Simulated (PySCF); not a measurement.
**Two-component Hartree-Fock for Zr(18+) (zirconium, charge +18)**

Start: [Ar] 3d4; 3d3/2 filled at m_j = -3/2, -1/2, +1/2, +3/2. Calculated with PySCF 2.14 in an even-tempered Gaussian basis (17 s from 1.9 bohr⁻², ratio 2.8; 12 p from 2.4 bohr⁻², ratio 2.8; 8 d from 2.4 bohr⁻², ratio 2.8; 4 f from 8.8 bohr⁻², ratio 3): generalised Hartree-Fock with the X2C-1e Hamiltonian and a Gaussian nucleus; one run each with spin-orbit coupling (SO) switched off, then screened by Boettger's factors.

```csv
spinor shell,electrons,"ε, spin-free (eV)","ε, screened SO (eV)",weight of nominal j (screened SO),"rms radius, screened SO (bohr)"
1s1/2,2,-18714.6,-18713.6,1.000,0.0426
2s1/2,2,-3188.2,-3187.8,1.000,0.175
2p1/2,2,-2904.7,-2966.9,0.993,0.153
2p3/2,4,-2904.7,-2874.9,0.997,0.157
3s1/2,2,-976.16,-976.04,1.000,0.457
3p1/2,2,-877.71,-899.31,0.813,0.450
3p3/2,4,-877.71,-867.15,0.906,0.459
3d3/2,4,-749.73,-749.93,0.637,0.420
```

```csv
quantity,spin-free,screened SO
E (hartree),-3427.87530,-3428.30000
M_J,0,0
⟨J²⟩,4.002,2.983
⟨L²⟩,6.002,5.666
⟨S²⟩,6.001,5.661
```

The determinant has a definite M_J but mixes levels of different J.

Each row is a mean over spinors that exchange with the open shell spreads, by up to 19.018 eV (3s1/2).

Rows whose weight is well below 1 are mixtures of j = l ± 1/2: exchange outweighs spin-orbit coupling there, and the label is only the starting occupation.

Breit and QED terms are absent; they matter most for the inner s and p1/2 levels.

Densities and radii are taken from the X2C orbitals without a picture-change correction, which distorts them close to the nucleus.

Without spin-orbit coupling the j labels of p, d and f shells carry no meaning; the spin-free column gives the mean over the occupied spinors of each nl shell, and its ⟨J²⟩ belongs to a mixture of degenerate components.
